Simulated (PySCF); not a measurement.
**Dipole moment and polarisability of `O=CN[SiH3]`**

CH5NOSi.
Structure used (GFN2-xTB), in Å, numbered top down from 1:
```xyz
9
CH5NOSi angstrom
O      1.0948    1.3618    0.6877
C      1.3820    0.3194    0.1504
N      0.4400   -0.5294   -0.2795
Si    -1.2175    0.0001    0.0067
H      2.4261    0.0016   -0.0200
H      0.7166   -1.3887   -0.7243
H     -1.4358    1.2367   -0.7316
H     -1.9752   -1.1191   -0.5588
H     -1.4175    0.1234    1.4442
```

Level: PBE0/def2-SVPD (PySCF), static field, nuclei fixed, core orbitals frozen in the response. The polarisability tensor in these axes (au):

```
x   57.20  2.55  1.18
y    2.55 50.19  4.95
z    1.18  4.95 43.04
```

Question: What are the eigenvalues, a third of the trace, and Δα (Δα² = ½Σ(αi − αj)² over the three pairs)?

Answer: Principal values 40.51, 51.37 and 58.55 au; mean 50.14 au = 7.43 Å³ = 8.27 × 10⁻⁴⁰ C²·m²/J; Δα = 15.73 au (31 % of the mean).

Question: What is the dipole moment, and where does it point?

Answer: (-0.05, -2.99, -1.53) D, 3.36 D in size, pointing from the negative to the positive side. Measured along this direction, the outermost atoms are O1 at the negative end and H6 at the positive end.

Question: Give the eigenvalues of the traceless quadrupole moment Θ = ½Σq(3rr − r²1), origin at the centre of nuclear charge.

Answer: -6.88, -0.96, 7.85 D·Å. The values depend on the origin, since the dipole doesn't vanish. The electronic extent ⟨r²⟩ about the same centre is 377 bohr², a root-mean-square distance of 1.63 Å for the 40 electrons.

Question: Form Σ f/ω² (atomic units) for the 8 lowest TDDFT singlets, given as eV and f, and set it beside the mean polarisability, which is this sum over all singlets: 5.70, 0.0006; 6.89, 0.0040; 7.01, 0.0006; 7.43, 0.1315; 7.69, 0.0924; 7.77, 0.0000; 7.95, 0.0538; 7.96, 0.0213.

Answer: They add up to 3.88 au, 7.7 % of the 50.14 au; the largest single term is 1.76 au, from the state at 7.43 eV. Terms in order: 0.01, 0.06, 0.01, 1.76, 1.16, 0.00, 0.63, 0.25 au. Higher excitations give the rest. The strengths listed sum to 0.304.

Question: What depolarisation ratio follows for Rayleigh scattering of linearly polarised light, taking the static tensor?

Answer: ρ = 3Δα²/(45ᾱ² + 4Δα²) = 742.4/(113139 + 989.9) ≈ 0.00651.

The structure is a single GFN2-xTB conformer in the gas phase; no vibrational or solvent corrections.
